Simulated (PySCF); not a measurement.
Two species compared at the same levels of theory.

First species: C₃H₇ClOSi.
InChI=1S/C3H7ClOSi/c1-2-5-6-3-4/h2H,1,3,6H2

Second species: C₃H₇ClOSi.
InChI=1S/C3H7ClOSi/c1-2-3(4)6-5/h2-3,5H,1,6H2/t3-/m1/s1

Levels: wB97X-D/def2-SVPD for dipole moment, HOMO energy, LUMO energy, HOMO–LUMO gap, static isotropic polarisability and electronic spatial extent ⟨r²⟩ about the centre of nuclear charge; TDDFT wB97X-D/def2-SVPD for lowest singlet excitation; TDA wB97X-D/def2-SVPD for lowest triplet excitation (Tamm–Dancoff); GFN2-xTB for rotational constant A and rotational constant C. Geometries: GFN2-xTB. All species are isolated and taken at one optimised geometry, non-relativistic unless stated; the electronic structure was computed with PySCF and density fitting.

The conformers computed, where there is a choice (atom-mapped SMILES and torsion angles):
- `[CH2:1]=[CH:2][O:3][SiH2:4][CH2:5][Cl:6]`: C1–C2–O3–Si4 180°, C2–O3–Si4–C5 180°, O3–Si4–C5–Cl6 180°
- `[CH2:1]=[CH:2][C@H:3]([Cl:4])[SiH2:5][OH:6]`: C1–C2–C3–Cl4 -131°, C2–C3–Si5–O6 63°, H–O6–Si5–C3 45°

```json
{"property": "dipole moment", "column X": "1.59 D", "column Y": "1.08 D"}
{"property": "HOMO energy", "column X": "-9.02 eV", "column Y": "-9.39 eV"}
{"property": "LUMO energy", "column X": "1.74 eV", "column Y": "1.20 eV"}
{"property": "HOMO–LUMO gap", "column X": "10.76 eV", "column Y": "10.59 eV"}
{"property": "lowest singlet excitation", "column X": "6.59 eV", "column Y": "6.28 eV"}
{"property": "lowest triplet excitation (Tamm–Dancoff)", "column X": "4.43 eV", "column Y": "4.38 eV"}
{"property": "static isotropic polarisability", "column X": "81.2 au", "column Y": "80.4 au"}
{"property": "electronic spatial extent ⟨r²⟩ about the centre of nuclear charge", "column X": "1432 bohr²", "column Y": "984 bohr²"}
{"property": "rotational constant A", "column X": "12.134 GHz", "column Y": "2.482 GHz"}
{"property": "rotational constant C", "column X": "0.746 GHz", "column Y": "1.255 GHz"}
```

(1) Which column belongs to which species?

(2) How does each property change from the first species to the second?

Answers

(1) Column X is the first species and column Y the second. The first has 13 atoms and 64 electrons, the second 13 and 64.

(2) dipole moment -0.51 D; HOMO energy -0.37 eV; LUMO energy -0.54 eV; HOMO–LUMO gap -0.17 eV; lowest singlet excitation -0.31 eV; lowest triplet excitation (Tamm–Dancoff) -0.05 eV; static isotropic polarisability -0.8 au; electronic spatial extent ⟨r²⟩ about the centre of nuclear charge -448 bohr²; rotational constant A -9.652 GHz; rotational constant C +0.509 GHz.

On the first: The vertical singlet–triplet gap S1 − T1 is 2.16 eV (TDDFT singlet less Tamm–Dancoff triplet). The polarisability is 12.03 Å³ as a volume (1 au = 0.148185 Å³), or 1.27 au for each of the 64 electrons.

On the second: The polarisability is 11.92 Å³ as a volume (1 au = 0.148185 Å³), or 1.26 au for each of the 64 electrons.
